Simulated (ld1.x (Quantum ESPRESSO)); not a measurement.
Values are calculated unless marked as measured or tabulated.
## Potentials for boron (B) compared

Generated with ld1.x 7.5 (TM, RRKJ, ultrasoft, PAW), atompaw 4.2 or ONCVPSP 4.0.1. The cutoff is in Ry: for ld1.x and atompaw files where the sum of valence levels is converged to 10 mRy in a Bessel basis, for ONCV files where the hardest occupied wave has 1 mHa per electron of residual kinetic energy. The error is the largest all-electron minus pseudo excitation energy over each file’s own four to seven test configurations (ionisations up to +4, promotions, holes and added fractions of an electron), all of which were solved. The labels leave out finer settings (local radius, basis sizes, second energies), which also bear on the numbers. Spin-polarised tests are not counted. The rows are a selection from randomly drawn settings: files with unsolved tests, undetermined cutoffs or missed reference levels are left out.

```csv
potential,cutoff (Ry),largest error (meV),bound ghosts
"TM, LDA (PZ), scalar-relativistic, rc 1.65/1.85 (sp), local smoothed, core correction no, reference 2s2 2p1",25,+126,none
"RRKJ, PBEsol, scalar-relativistic, rc 1.10/2.30/2.15 (spd), local smoothed, core correction yes, reference 2s1.5 2p1.5",21,+186,none
"TM, PBEsol, scalar-relativistic, rc 1.65/2.05/2.05 (spd), local smoothed, core correction no, reference 2s2 2p1",21,+105,none
"ultrasoft, PBEsol, non-relativistic, rc 1.25/3.10 (sp), local smoothed, core correction yes, reference 2s1.75 2p1.25",18,+7.6,none
```

Task: Fill in the row for B: TM, BLYP, scalar-relativistic, rc 1.55/2.40/2.20 (spd), local s, core correction no, reference 2s2 2p0.

Result: cutoff 21 Ry, largest error +152 meV, bound ghosts: none.

Task: Fill in the row for B: TM, PBEsol, scalar-relativistic, rc 0.95/2.60 (sp), local smoothed, core correction yes, reference 2s2 2p1.

Result: cutoff 70 Ry, largest error +107 meV, bound ghosts: none.

Task: Fill in the row for B: TM semilocal, PBE, scalar-relativistic, rc 1.50/2.25 (sp), local p, core correction yes, reference 2s1.5 2p0.

Result: cutoff 18 Ry, largest error +155 meV, bound ghosts: none.
